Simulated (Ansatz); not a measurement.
Born–Oppenheimer molecular dynamics of ClF$_{4}$H$_{2}$OTa (9 atoms, charge 0, multiplicity 1). It starts at the highest image of a converged band, a first-order saddle point between two minima.

All numbers below come from RKS PBE0/def2-SVP in Ansatz 0.2.0.

| Property | Result |
| --- | --- |
| ensemble | NVE (velocity Verlet) |
| time step | 0.5 fs |
| steps asked | 200 |
| starting velocities drawn for | 100 K |
| seed | 9925 |

First frame:

```xyz
9
Properties=species:S:1:pos:R:3
Ta 0.040 -0.194 0.082
O 2.026 0.021 0.341
H 2.349 0.503 1.115
F -0.033 0.240 1.919
F 0.470 -0.740 -1.658
F -0.596 1.460 -0.444
F -1.483 -1.256 0.201
Cl 1.274 -2.542 0.763
H 2.086 -1.397 0.595
```

(1) How far do the bonds stretch over the last three quarters of this one trajectory? (Pairs bonded in most of those frames.)

## Answers

(1) 
| bond | mean (Å) | spread (Å) | shortest | longest |
| --- | --- | --- | --- | --- |
| Ta1–O2 | 1.924 | 0.026 | 1.88 | 1.99 |
| Ta1–F4 | 1.906 | 0.021 | 1.87 | 1.93 |
| Ta1–F5 | 1.880 | 0.015 | 1.86 | 1.91 |
| Ta1–F6 | 1.850 | 0.002 | 1.85 | 1.85 |
| Ta1–F7 | 1.881 | 0.008 | 1.87 | 1.89 |
| Ta1–Cl8 | 2.832 | 0.097 | 2.72 | 3.03 |
| O2–H3 | 0.965 | 0.007 | 0.95 | 0.98 |
| Cl8–H9 | 1.307 | 0.032 | 1.26 | 1.38 |

Mean temperature of the second half: 173 K. The conserved energy stayed within 0.033 meV per atom of its start (net change 0.013 meV per atom), so the integration is sound. The kinetic energy rose, since the run started high on the potential surface and went downhill. A run of 0.1 ps of so small a system gives no equilibrium averages. The orbitals stay closed-shell, which can raise the energy where a bond breaks towards radicals; this wasn't checked here.

Run time: 9.1 min on 4 threads of Arm Neoverse V2, on a shared host, peak memory 0.35 GiB.
